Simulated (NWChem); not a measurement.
System: SiH₄O₂; SMILES O[SiH2]O

```xyz
7

Si     0.0000     0.0000    -0.4664
O     -1.3854     0.0492     0.4484
O      1.3854    -0.0492     0.4484
H     -0.0668     1.2366    -1.2909
H      0.0668    -1.2366    -1.2909
H     -1.5856    -0.7350     0.9681
H      1.5856     0.7350     0.9681
```
Atoms are numbered in this order, from 1.

Program: NWChem. Medium grid unless said otherwise, to which SCAN and Minnesota functionals are sensitive. All runs use the structure optimised with PBE0/def2-SVP.

Problem. Estimate the computed values for MN15-L/def2-SVP. Quantities: highest occupied level (eV); orbital gap (eV); dipole (D).

Solution. 
```json
{
 "highest occupied level (eV)": "-7.85",
 "orbital gap (eV)": "8.67",
 "dipole (D)": "1.25"
}
```
